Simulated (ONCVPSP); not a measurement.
**An all-electron radial function and its pseudo partner (vanadium)**

Columns: radius, all-electron u(r) and pseudo u(r) of the 3d shell (level -2.44 eV) of vanadium in the configuration [Ne] 3s2 3p6 3d4 4s1; PBEsol, scalar-relativistic, ONCV scheme, ONCVPSP 4.0.1.

```
r (bohr)  all-electron  pseudo
   0.088        0.0268  0.0049
   0.175        0.1226  0.0368
   0.262        0.2546  0.1146
   0.350        0.3898  0.2408
   0.438        0.5078  0.3953
   0.525        0.6006  0.5480
   0.612        0.6693  0.6774
   0.700        0.7158  0.7684
   0.788        0.7428  0.8099
   0.875        0.7542  0.8065
   0.962        0.7542  0.7793
   1.050        0.7456  0.7514
   1.138        0.7309  0.7311
   1.225        0.7123  0.7122
   1.312        0.6910  0.6910
   1.400        0.6679  0.6679
   1.487        0.6442  0.6442
   1.575        0.6200  0.6200
   1.662        0.5962  0.5961
   1.750        0.5725  0.5725
   1.838        0.5494  0.5494
   1.925        0.5274  0.5274
   2.012        0.5062  0.5062
   2.100        0.4856  0.4856
   2.188        0.4659  0.4659
   2.275        0.4473  0.4472
```

**Question.** How many radial nodes do the two functions have?

**Answer.** The all-electron 3d function has n − l − 1 = 0; the pseudo-wave has 0.

**Question.** At about which radius was the pseudo-wave matched?

**Answer.** 1.20 bohr, where the columns begin to agree (steps of 0.09 bohr).

**Question.** Is the pseudo-wave norm-conserving?

**Answer.** Yes: the ONCV scheme keeps the norm inside the radius equal to the all-electron one, which fixes the energy derivative of the logarithmic derivative at the level.
